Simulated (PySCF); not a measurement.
An unknown shows these calculated signals:

¹H NMR (500 MHz, computed): δ 8.69 (d, 2H), 8.06 (m, 1H), 7.94 (m, 2H).

¹³C{¹H} NMR (computed): δ 174.9 (C), 142.9 (CH), 140.4 (C), 137.8 (CH), 134.8 (CH), 117.7 (C).

[PySCF 2.14.0 with density-fitted response routines: structure optimised with GFN2-xTB; shielding tensors at PBE0/pcSseg-1 (GIAO); non-relativistic Hamiltonian; isolated molecule; one conformer; averaged over atoms made equivalent by symmetry, fast rotation or ring inversion]

Shifts are taken against calculated references (same method and geometry level): ¹H (31.72 ppm) and ¹³C (186.93 ppm) against TMS.

Which of these does the molecule contain: a (CH3)2CH unit, an ester, an NH or NH2 group, a nitrile, a ketone, a benzene ring?

Results:


- A (CH3)2CH unit: no.
- An ester: no.
- An NH or NH2 group: no.
- A nitrile: yes (δC 117.7).
- A ketone: yes (δC 174.9).
- A benzene ring: yes.

The data belong to `InChI=1S/C8H5NO/c9-6-8(10)7-4-2-1-3-5-7/h1-5H`; they needn't prove each group on their own.

Carbon signals by region: 1 in the far downfield region (above 160 ppm), 5 in the sp2 and nitrile region (100–160 ppm). Above 160 ppm: 174.9, acyl cyanide carbonyl carbon.

Shifts are as computed. Against solution values, carbons near 30 ppm lie about +3 ppm off and those near 130 ppm about +5 ppm. Of 1211 compounds with measured shifts, 218 miss one by over three times the rms of a fit or turn the order of signals round; such compounds aren't used in these exercises. No couplings were computed; multiplicities are counted from neighbouring protons, with m where these are inequivalent, close in shift, in a saturated or five-membered ring or joined by F or P, and br s for small geminal =CH2 splittings.
